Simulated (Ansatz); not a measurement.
`C[C](O)([AlH2])[SiH3]` + `C=CCl` → `[AlH2]/[CH]=C/Cl` + `CC(O)[SiH3]`  (formal exchange of groups at the Al–C bond)

Isolated molecules relaxed with PBE0-D4/def2-TZVP in Ansatz; ΔE leaves out vibrations. CCSD(T)/CBS adds triple-zeta CCSD(T) − MP2 to the extrapolated MP2 energy (def2 sets, frozen cores). This one scheme is used for every species. DFT in def2-TZVPP. B3LYP here is the variant with VWN-RPA as its local correlation; programs differ in this. HSE06 is defined as in plane-wave codes. Each species was taken in one conformer, which may not be the lowest.

`C[C](O)([AlH2])[SiH3]`:

```xyz
14

C     1.243    0.460   -0.793
C     0.084   -0.310   -0.164
O     0.377   -1.719   -0.076
Al   -1.597   -0.151   -1.201
Si   -0.281    0.311    1.587
H     1.506    0.050   -1.774
H     0.999    1.518   -0.922
H     2.148    0.409   -0.172
H     1.157   -1.838    0.479
H    -2.151    1.320   -1.447
H    -2.362   -1.427   -1.740
H     0.821   -0.148    2.484
H    -1.562   -0.270    2.084
H    -0.382    1.794    1.655
```

`C=CCl`:

```xyz
6

C    -0.709    0.134   -0.153
C     0.511   -0.162    0.253
Cl    1.923    0.145   -0.682
H    -0.901    0.595   -1.114
H    -1.553   -0.088    0.489
H     0.730   -0.623    1.207
```

`[AlH2]/[CH]=C/Cl`:

```xyz
8

Al   -1.451    0.048   -0.559
C     0.159   -0.556    0.329
C     1.212    0.257    0.322
Cl    2.735   -0.099    1.057
H    -2.752   -0.855   -0.600
H    -1.395    1.483   -1.234
H     0.269   -1.513    0.834
H     1.223    1.235   -0.148
```

`CC(O)[SiH3]`:

Z-matrix (Å, degrees):
```
C
C 1 1.518
H 1 1.093 2 111.2
H 1 1.096 2 110.8 3 119.4
H 1 1.093 2 111.0 3 -120.8
O 2 1.423 1 111.9 3 -179.8
Si 2 1.896 1 112.6 3 60.8
H 2 1.102 1 108.7 3 -58.0
H 6 0.962 2 108.5 1 55.2
H 7 1.487 2 109.8 1 58.6
H 7 1.485 2 110.6 1 179.9
H 7 1.489 2 108.6 1 -60.4
```

| level | ΔE (kcal/mol) | difference from CCSD(T)/CBS |
| --- | --- | --- |
| LDA (SPW92) | -8.2 | 1.5 |
| PBE-D4 | -8.5 | 1.2 |
| revPBE-D4 | -8.4 | 1.3 |
| BLYP-D4 | -9.0 | 0.7 |
| r2SCAN-D4 | -9.9 | -0.2 |
| B97M-V | -10.4 | -0.7 |
| PBE0-D4 | -9.3 | 0.4 |
| B3LYP-D4 | -9.6 | 0.1 |
| r2SCAN0-D4 | -10.3 | -0.6 |
| HSE06-D4 | -9.4 | 0.3 |
| CAM-B3LYP-D4 | -10.0 | -0.3 |
| ωB97X-V | -9.7 | 0.0 |
| ωB97M-V | -9.3 | 0.4 |
| B2PLYP | -11.0 | -1.3 |
| PBE-QIDH | -10.5 | -0.8 |
| PBE | -9.4 | 0.3 |
| revPBE | -10.0 | -0.3 |
| r2SCAN | -10.1 | -0.4 |
| PBE0 | -10.2 | -0.5 |
| B3LYP | -11.1 | -1.4 |
| r2SCANh | -10.3 | -0.6 |
| r2SCAN0 | -10.6 | -0.9 |
| HSE06 | -10.2 | -0.5 |
| CAM-B3LYP | -10.9 | -1.2 |
| LC-ωPBE | -9.6 | 0.1 |
| RPA@PBE/def2-TZVPP | -10.1 | -0.4 |
| HF/def2-SVP | -13.4 | -3.7 |
| MP2/def2-SVP | -10.2 | -0.5 |
| CCSD/def2-SVP | -9.9 | -0.2 |
| CCSD(T)/def2-SVP | -9.6 | 0.1 |
| HF/def2-TZVPP | -13.9 | -4.2 |
| SCS-MP2/def2-TZVPP | -10.9 | -1.2 |
| CCSD/def2-TZVPP | -10.6 | -0.9 |
| CCSD(T)/def2-TZVPP | -10.1 | -0.4 |
| HF/def2-QZVPP | -13.9 | -4.2 |
| MP2/def2-QZVPP | -10.4 | -0.7 |
| SCS-MP2/def2-QZVPP | -10.7 | -1.0 |
| HF/CBS(def2) | -13.9 | -4.2 |
| MP2/CBS(def2) | -10.2 | -0.5 |
| CCSD/CBS(def2) | -10.2 | -0.5 |
| CCSD(T)/CBS | -9.7 | 0 |

Q: What do rigid-rotor, harmonic-oscillator terms from PBE0-D4/def2-TZVP frequencies (298.15 K, 1 bar) make of the CCSD(T)/CBS value? (Estimate.)

A: Computed: ΔZPE = +1.0 kcal/mol, ΔH = -9.0 kcal/mol, ΔS = -7 J/(mol·K), ΔG = -8.5 kcal/mol.

Largest T1 diagnostic among the species: 0.012.

From BLYP to BHLYP (50 % exact exchange), in def2-TZVPP and without D4, ΔE moves by −1.2 kcal/mol. Leaving LDA and LC-ωPBE aside and taking each functional with its dispersion term where it has one, the values spread over 2.6 kcal/mol, from B2PLYP to revPBE-D4. LDA lies +1.2 kcal/mol from PBE without D4.
